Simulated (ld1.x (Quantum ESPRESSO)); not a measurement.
## Before and after: TM semilocal potential for tellurium

| Property | Result |
| --- | --- |
| Element | Te |
| Generator | ld1.x (Quantum ESPRESSO) 7.5 |
| Type | norm-conserving Troullier–Martins (semilocal form) |
| Functional | PW91 |
| Relativity | scalar-relativistic |
| Frozen core | [Kr] |
| Valence charge | 16 |
| Reference configuration | 4d10 5s2 5p4 |
| Partial waves | 5s (bound): rc 1.45 bohr; 5p (bound): rc 2.20 bohr; 4f channel at 0.05 Ry: rc 2.20 bohr; 4d (bound): rc 1.05 bohr |
| Local potential | the d channel |
| Core correction | a·sin(br)/r model core, default radius (core density twice the valence density) |

Change: wave 5s (bound): rc 1.45 bohr becomes 5s (bound): rc 1.40 bohr.

Cutoffs: the cutoffs (Ry, on a coarse ladder) from which the occupation-weighted sum of valence levels, in a spherical-Bessel basis at the reference potential, stays within 10 and 1 mRy of its value at 400 Ry; they do not see the model core or the augmentation charge, which bear on the density cutoff. Errors are all-electron minus pseudo energies relative to the spin-unpolarised reference configuration.

Question: How do hardness, ghosts and transferability respond?

Answer: The potential gets neither clearly harder nor softer (120 Ry and 200 Ry → 120 Ry and 200 Ry); of the 7 tests that both files solve, the error grows in 3 and shrinks in 0 by more than 15 % and 0.3 meV (median size 4.1 → 5.1 meV); neither file shows a bound ghost. That the errors move this way runs against the usual rule that smaller radii transfer better. A semilocal file is local in each channel, so a ghost entry of none says nothing of the separable form that plane-wave codes build from it.

| quantity | base | changed |
| --- | --- | --- |
| cutoff, loose | 120 Ry | 120 Ry |
| cutoff, tight | 200 Ry | 200 Ry |
| loose cutoff by channel (10 mRy a level) | s 35 Ry, p 12 Ry, d 90 Ry | s 40 Ry, p 12 Ry, d 90 Ry |
| bound ghosts | none | none |
| error for 4d10 5s2 5p3, meV [ΔE 9.78 eV] | -0.6 | -0.5 |
| error for 4d10 5s2 5p2, meV [ΔE 27.78 eV] | +2.5 | +2.8 |
| error for 4d10 5s2 5p1, meV [ΔE 54.78 eV] | +9.5 | +11 |
| error for 4d10 5s1 5p5, meV [ΔE 9.28 eV] | -4.1 | -5.1 |
| error for 4d9 5s2 5p5, meV [ΔE 38.25 eV] | -252 | -218 |
| error for 4d10 5s2 5p3.5, meV [ΔE 3.92 eV] | -0.6 | -0.6 |
| error for 4d10 5s2 5p0, meV [ΔE 91.37 eV] | +15 | +20 |
| s: phases at 2.41 bohr within 0.05 rad from the reference energy up to (Ry; the scan ends near 5) | 1.5 | 1.1 |
| p: phases at 2.41 bohr within 0.05 rad from the reference energy up to (Ry; the scan ends near 5) | 3.7 | 3.7 |
| d: phases at 2.41 bohr within 0.05 rad from the reference energy up to (Ry; the scan ends near 5) | to the end of the scan | to the end of the scan |
| f: phases at 2.41 bohr within 0.05 rad from the reference energy up to (Ry; the scan ends near 5) | 1.1 | 1.1 |
